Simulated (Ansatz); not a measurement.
```yaml
crystal:
  periodic: [false, false, false]
  atoms:
    - {symbol: S, position_ang: [-0.841156, 1.723090, -2.502399]}
    - {symbol: Al, position_ang: [-0.350970, 0.519999, -0.760042]}
    - {symbol: C, position_ang: [1.199084, -0.119521, 0.222071]}
    - {symbol: Si, position_ang: [-0.355999, -0.843348, 1.117869]}
    - {symbol: H, position_ang: [-2.165619, 1.622748, -2.291784]}
    - {symbol: H, position_ang: [1.962976, -0.817736, -0.119660]}
    - {symbol: H, position_ang: [1.675030, 0.669708, 0.815442]}
    - {symbol: H, position_ang: [-0.495334, -2.315758, 0.950700]}
    - {symbol: H, position_ang: [-0.539513, -0.485281, 2.550703]}
basis:
  gaussian: {orbitals: def2-TZVPP}
hamiltonian: {xc: {name: HF}}
correlation: {method: mp2, frozen_orbitals: {S: 9}}
accuracy: high
scf: {lower_state_search: full}
output: {forces: true}
```

```sh
$ ansatz run in.yaml --threads 2 --pin off --events-out ev --progress --plain --max-ram 4352MiB
```

Shortened log:

```
Functional definition: HF
Error: "frozen_orbitals" has no count for Al
```

In this input frozen orbitals are typed for one element alone, and the program wants a count for each. The input was rejected before any iteration.
